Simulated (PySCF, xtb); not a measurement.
H₇Si₃, SMILES [SiH3][SiH2][SiH2] (connectivity only; charge and spin as stated), charge +1, multiplicity 1.

Harmonic wavenumbers (cm⁻¹) from GFN2-xTB (xtb) at its own minimum, in rising order: 30, 41, 78, 255, 286, 343, 398, 444, 450, 485, 576, 613, 740, 755, 761, 791, 866, 2142, 2151, 2210, 2263, 2267, 2293, 2318.

**Question.** What does PySCF with B3LYP-D3(BJ)/def2-SVP give at its own minimum? (Estimate from the structure and the level; the computed values follow.)

**Answer.** 48, 69, 149, 340, 343, 371, 385, 455, 577, 611, 654, 664, 832, 883, 913, 930, 953, 2238, 2241, 2251, 2266, 2270, 2276, 2288. Paired by order, the mean absolute difference is 65 cm⁻¹ and the zero-point energies are 33.7 and 35.7 kcal/mol.
